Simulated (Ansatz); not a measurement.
A nudged elastic band was laid between two geometries of C4H12SSi (18 atoms, charge 0, multiplicity 1).

Theory: Ansatz 0.2.0, RHF/STO-3G.

- movable images: 5
- climbing image: yes
- spring: 5.0 eV/Å²
- optimiser: quadratic models (default)
- start path: IDPP
- force threshold: 0.05 eV/Å
- iteration limit: 60
- end points: relaxed

First end point:

```xyz
18
Properties=species:S:1:pos:R:3
C -2.997 0.061 0.196
C -1.886 -0.997 0.368
S -0.330 -0.371 1.032
C 0.305 0.463 -0.440
C 1.739 1.002 -0.215
Si 3.043 -0.302 0.109
H -3.213 0.551 1.141
H -2.709 0.823 -0.522
H -3.910 -0.408 -0.161
H -1.716 -1.495 -0.586
H -2.238 -1.759 1.062
H -0.343 1.295 -0.713
H 0.304 -0.224 -1.286
H 1.722 1.712 0.605
H 2.021 1.567 -1.099
H 2.896 -0.863 1.408
H 4.331 0.295 0.013
H 2.943 -1.339 -0.861
```

Last end point:

```xyz
18
Properties=species:S:1:pos:R:3
C -2.888 0.307 0.761
C -1.780 -0.745 0.984
S -0.112 -0.076 1.140
C 0.211 0.318 -0.594
C 1.668 0.797 -0.806
Si 2.992 -0.471 -0.426
H -2.896 1.036 1.567
H -2.747 0.838 -0.175
H -3.861 -0.176 0.730
H -1.818 -1.479 0.180
H -1.989 -1.279 1.909
H -0.468 1.098 -0.938
H 0.022 -0.557 -1.215
H 1.835 1.688 -0.209
H 1.766 1.105 -1.843
H 2.675 -1.707 -1.057
H 3.115 -0.681 0.975
H 4.239 -0.005 -0.929
```

Task: Which bonds break or form, and what moves?

Result: No bond is made or broken. The dihedral C4–C5–Si6–H16 goes from -72 to 48°. The two ends are copies of one structure, up to a mirror image or an exchange of like atoms.

Task: What energy profile does the band end with?

Result: It converged. The highest image is number 3 of 0 to 6, 0.057 eV above the ends, which have the same energy within 2 meV. A vibrational analysis at the climbing image gives one clearly imaginary mode, 120i cm⁻¹: a first-order saddle point. Limits of this set-up: minimal basis.

| image | path coordinate (Å) | energy (eV) | dihedral C4–C5–Si6–H16 (°) |
| --- | --- | --- | --- |
| 0 | 0.00 | 0.000 | -72 |
| 1 | 0.78 | 0.011 | -54 |
| 2 | 1.57 | 0.038 | -33 |
| 3 | 2.35 | 0.057 | -12 |
| 4 | 3.10 | 0.045 | 9 |
| 5 | 3.85 | 0.014 | 30 |
| 6 | 4.61 | 0.000 | 48 |

Task: What is the geometry of the highest image?

Result: 
```xyz
18
Properties=species:S:1:pos:R:3:forces:R:3
C -2.929 0.305 0.663 0.00 0.00 0.00
C -1.831 -0.755 0.903 0.00 0.00 0.01
S -0.171 -0.091 1.140 0.00 0.01 -0.01
C 0.235 0.306 -0.576 0.00 0.00 0.00
C 1.693 0.808 -0.707 0.00 0.01 0.00
Si 3.031 -0.462 -0.349 0.02 0.00 0.00
H -2.968 1.012 1.486 0.00 0.00 0.00
H -2.748 0.860 -0.252 0.00 0.00 0.00
H -3.900 -0.175 0.579 0.00 0.00 0.00
H -1.838 -1.469 0.081 0.00 0.00 0.00
H -2.078 -1.311 1.805 0.00 0.00 0.00
H -0.434 1.079 -0.952 -0.01 -0.01 0.00
H 0.087 -0.570 -1.208 0.00 0.00 0.00
H 1.820 1.665 -0.054 0.00 0.00 0.01
H 1.825 1.180 -1.719 0.00 0.01 0.01
H 2.488 -1.629 0.256 -0.01 0.01 0.00
H 4.008 0.098 0.521 0.00 -0.01 0.00
H 3.671 -0.840 -1.563 -0.01 0.00 0.00
```

Task: What are the harmonic wavenumbers there?

Result: 120i, 29, 80, 125, 197, 238, 284, 372, 455, 708, 769, 844, 859, 900, 922, 1054, 1114, 1190, 1191, 1235, 1237, 1246, 1261, 1270, 1364, 1455, 1535, 1606, 1618, 1630, 1736, 1813, 1836, 1836, 1841, 1853, 2870, 2916, 2921, 3567, 3573, 3592, 3601, 3688, 3710, 3714, 3746, 3755 cm⁻¹.

The run took 39 s on 1 thread of Arm Neoverse V2, with other jobs on the host, peak memory 0.23 GiB.
